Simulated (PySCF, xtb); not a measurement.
In(F)2(OH) (F₂HInO), SMILES [OH][In]([F])[F]. The values are those of a single conformer.

Harmonic wavenumbers (cm⁻¹) from GFN2-xTB in xtb 6.7.1 at its own minimum, in rising order: 92, 93, 103, 258, 321, 367, 452, 799, 3557.

### Question
What does B3LYP-D3(BJ)/def2-SVP run with PySCF give at its own minimum? (Estimate from the structure and the level; the computed values follow.)

### Answer
107, 125, 143, 282, 586, 625, 640, 874, 3801. Paired by order, the mean absolute difference is 127 cm⁻¹ and the zero-point energies are 8.6 and 10.3 kcal/mol.
